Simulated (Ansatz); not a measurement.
Species: ZnF, net charge 0, doublet state. SMILES of the parent species: [F][Zn]
Geometry from a B3LYP-D3(BJ)/def2-TZVP (Ansatz, an electronic-structure program) optimisation:
```
Zn
F 1 1.8032
```
Charge 0, spin multiplicity 2.

Property: size of the dipole moment, in D. Set-up: UHF or UKS for open shells; non-relativistic; spin-orbit terms left out; LANL2DZ with its own core potentials from Na on; six Cartesian d functions in 6-31G* and its kin unless marked 5d. First-principles rows: single points at B3LYP-D3(BJ) geometries (Ansatz). The spin state of an ion or metal species was assumed, not searched.

| level | program | size of the dipole moment (D) |
|---|---|---|
| SVWN5/6-31G* with LANL2DZ past Ar | Ansatz | 2.43 |
| PBE/3-21G | Ansatz | 1.80 |
| PBE/6-31G* | Ansatz | 2.25 |
| PBE/def2-SVP | Ansatz | 2.86 |
| BLYP/6-31G* with LANL2DZ past Ar | Ansatz | 2.37 |
| B3LYP/3-21G | Ansatz | 2.21 |
| B3LYP/def2-SVP | Ansatz | 3.19 |
| B3LYP/6-31G* with LANL2DZ past Ar | Ansatz | 2.70 |
| PBE0/6-31G* with LANL2DZ past Ar | Ansatz | 2.78 |

No value to compare with is used here. The 9 habitual levels span 1.80 (PBE/3-21G) to 3.19 D (B3LYP/def2-SVP).

The levels are drawn from those run, B3LYP/6-31G* more often than the rest, none by its result; runs whose electronic state is in doubt are left out.
